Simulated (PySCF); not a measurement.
# C₆ coefficients of unlike pairs at UHF

Calculated with PySCF 2.14 from the dipole response of each species, C₆(A,B) = (3/π) ∫ α_A(iu) α_B(iu) du, in atomic units, from isotropic polarisabilities. For ions this is the dispersion term alone; charge-induced terms of lower order in 1/R come first.

| species | configuration | basis | relativity | α (bohr³) | C₆ (like pair) |
| --- | --- | --- | --- | --- | --- |
| N⁺ | [He] 2s2 2p2 (3P) | aug-cc-pVDZ (4s3p2d) | none | 3.948 | 8.389 |
| Ir | [Xe] 4f14 5d7 6s2 (4F) | def2-QZVPPD with the def2 core potential (60 electrons) (7s5p4d4f2g) | core potential | 63.94 | 708.1 |
| Se⁺ | [Ar] 3d10 4s2 4p3 (4S) | aug-cc-pVQZ-PP with ECP10MDF (7s6p5d3f2g) | core potential | 14.13 | 86.62 |
| Hg³⁺ | [Xe] 4f14 5d9 (2D) | x2c-TZVPPall with one added diffuse shell each of s, p, d, f type (12s8p8d4f1g) | spin-free X2C | 5.283 | 30.28 |

Task: Estimate C₆ for Ir with N⁺.

Result: The integral gives 69.96. The combination rule 2 C_A C_B / (C_A α_B/α_A + C_B α_A/α_B) gives 66.16 and the geometric mean 77.07.

No spin-orbit coupling is included.

The other pairs:

```json
{"pair": "Se⁺, Ir", "C₆": "233.7"}
{"pair": "Hg³⁺, Se⁺", "C₆": "46.29"}
{"pair": "Hg³⁺, Ir", "C₆": "114.2"}
{"pair": "Se⁺, N⁺", "C₆": "26.68"}
{"pair": "Hg³⁺, N⁺", "C₆": "15.19"}
```
